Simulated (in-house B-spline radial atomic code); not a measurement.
Pd⁺ is squeezed into an impenetrable sphere of radius R (the orbitals vanish at R). Computed with an all-electron radial atomic-structure program (B-spline basis): non-relativistic r2SCAN, spin-polarised, spherical fractional occupations, point nucleus.

Energies in eV above the free ion in [Kr] 4d9:

```json
{"R (bohr)": "8.23", "highest level (eV)": "-14.5", "[Kr] 4d9": "0.0006504", "[Ar] 3d10 4s2 4p5 4d10": "47.3", "[Ar] 3d10 4s2 4p5 4d9 4f1": "67.6"}
{"R (bohr)": "6.67", "highest level (eV)": "-14.4", "[Kr] 4d9": "0.01347", "[Ar] 3d10 4s2 4p5 4d10": "47.31", "[Ar] 3d10 4s2 4p5 4d9 4f1": "69.95"}
{"R (bohr)": "5.48", "highest level (eV)": "-14.3", "[Kr] 4d9": "0.1296", "[Ar] 3d10 4s2 4p5 4d10": "47.41", "[Ar] 3d10 4s2 4p5 4d9 4f1": "73.44"}
{"R (bohr)": "3.95", "highest level (eV)": "-12.5", "[Kr] 4d9": "2.387", "[Ar] 3d10 4s2 4p5 4d10": "49.62", "[Ar] 3d10 4s2 4p5 4d9 4f1": "83.99"}
{"R (bohr)": "3.72", "highest level (eV)": "-11.7", "[Kr] 4d9": "3.74", "[Ar] 3d10 4s2 4p5 4d10": "50.99", "[Ar] 3d10 4s2 4p5 4d9 4f1": "87.18"}
{"R (bohr)": "3.16", "highest level (eV)": "-8.25", "[Kr] 4d9": "11.58", "[Ar] 3d10 4s2 4p5 4d10": "59.05", "[Ar] 3d10 4s2 4p5 4d9 4f1": "100.5"}
{"R (bohr)": "2.77", "highest level (eV)": "-3.23", "[Kr] 4d9": "26.84", "[Ar] 3d10 4s2 4p5 4d10": "74.91", "[Ar] 3d10 4s2 4p5 4d9 4f1": "121"}
{"R (bohr)": "2.36", "highest level (eV)": "7.46", "[Kr] 4d9": "70.43", "[Ar] 3d10 4s2 4p5 4d10": "120.2", "[Ar] 3d10 4s2 4p5 4d9 4f1": "172.3"}
{"R (bohr)": "1.64", "highest level (eV)": "72.7", "[Kr] 4d9": "515.9", "[Ar] 3d10 4s2 4p5 4d10": "575.8", "[Ar] 3d10 4s2 4p5 4d9 4f1": "640.4"}
{"R (bohr)": "1.58", "highest level (eV)": "85.1", "[Kr] 4d9": "621.7", "[Ar] 3d10 4s2 4p5 4d10": "683.2", "[Ar] 3d10 4s2 4p5 4d9 4f1": "748.3"}
```

Task: Does [Ar] 3d10 4s2 4p5 4d10 fall below [Kr] 4d9 under compression?

Result: No, it stays above over the whole range.

Task: Does [Ar] 3d10 4s2 4p5 4d9 4f1 fall below [Kr] 4d9 under compression?

Result: No, it stays above over the whole range.

The highest level is first positive in the row R = 2.36 bohr, pushed up by confinement above the zero of the free ion's potential. Each configuration is held fixed and needn't be the lowest in the sphere.
